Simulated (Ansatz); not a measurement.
Relaxation of CH$_{7}$AlBNO$_{2}$ (13 atoms, charge 0, multiplicity 1), to a largest force component of 0.02 eV/Å in at most 50 steps.

Method: RHF/def2-SVP in Ansatz 0.2.0.

```xyz
13
Properties=species:S:1:pos:R:3
O 0.740 -2.596 -0.325
C -0.217 -1.521 -0.044
O -0.785 -1.730 1.222
N 0.553 -0.211 -0.099
B -0.502 0.937 0.036
Al 0.199 2.902 0.068
H 0.879 -2.519 -1.312
H -1.012 -1.529 -0.790
H 0.014 -1.711 1.915
H 0.912 -0.120 -1.020
H -1.674 0.758 0.215
H 1.782 3.175 -0.081
H -0.868 4.130 0.231
```

Question: Where does it end, and by what steps?

Answer: The forces met the threshold. After 34 steps the energy has fallen by 2.097 eV; H10 moved furthest, 1.47 Å.

```tsv
step	energy less start (eV)	largest force component (eV/Å)	accepted
0	0.0000	5.775	yes
2	-1.5804	3.038	yes
4	-1.9114	0.888	yes
6	-1.9689	0.175	yes
8	-1.9873	0.237	yes
10	-1.9984	1.173	no
12	-2.0283	0.636	yes
14	-2.0479	0.172	yes
16	-2.0523	0.257	yes
18	-2.0543	0.313	yes
20	-2.0585	0.041	yes
22	-2.0623	0.139	yes
24	-2.0652	0.143	yes
26	-2.0747	0.234	yes
28	-2.0954	0.158	yes
30	-2.0968	0.079	yes
32	-2.0972	0.026	yes
34	-2.0973	0.006	yes
```

```xyz
13
Properties=species:S:1:pos:R:3
O 0.579 -2.279 -0.676
C -0.174 -1.487 0.174
O 0.039 -1.959 1.443
N 0.219 -0.115 0.120
B -0.581 0.978 -0.223
Al 0.187 3.006 -0.161
H 0.433 -2.023 -1.574
H -1.230 -1.539 -0.099
H 0.093 -2.902 1.413
H 1.168 0.005 0.421
H -1.714 0.713 -0.552
H 1.747 3.279 0.007
H -0.746 4.286 -0.278
```

Whether the end is a true minimum wasn't checked by a vibrational analysis.

The run took 3.4 min on 2 threads of AMD EPYC 7B13 (Zen 3), on a shared host, peak memory 0.29 GiB.
